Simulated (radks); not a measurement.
Values are calculated unless marked as measured or tabulated.
Question: Xe+, 53 electrons, occupied as [Kr] 4d10 5s1.5 5p5.5 (fractional occupations, a model configuration). Level of theory: Dirac Kohn-Sham, PBEsol, spin-unpolarised, spherical densities, point nucleus; open shells fill j = l - 1/2 first (a radial shooting solver on a logarithmic mesh with Libxc functionals). Some entries of the table are withheld. Estimate them.

orbital  occ.  eigenvalue (hartree)  r(max) (bohr)
1s1/2       2             -1262.020            (1)
2s1/2       2             -196.6827        0.09714
2p1/2       2                   (2)        0.07439
2p3/2       4                   (3)        0.07928
3s1/2       2             -40.53648         0.2793
3p1/2       2                   (4)         0.2657
3p3/2       4                   (5)         0.2765
3d3/2       4             -24.66894         0.2241
3d5/2       6             -24.19029         0.2272
4s1/2       2              -7.63159         0.6613
4p1/2       2              -5.88706         0.6770
4p3/2       4              -5.43388         0.7014
4d3/2       4              -2.61164         0.7437
4d5/2       6              -2.53839         0.7521
5s1/2     1.5                   (6)          1.610
5p1/2       2              -0.67118          1.814
5p3/2     3.5              -0.61923          1.891

Answer: 
(1) 1s1/2 r(max) (bohr): 0.01716
(2) 2p1/2 eigenvalue (hartree): -184.8284
(3) 2p3/2 eigenvalue (hartree): -172.9071
(4) 3p1/2 eigenvalue (hartree): -35.60916
(5) 3p3/2 eigenvalue (hartree): -33.34521
(6) 5s1/2 eigenvalue (hartree): -1.08163
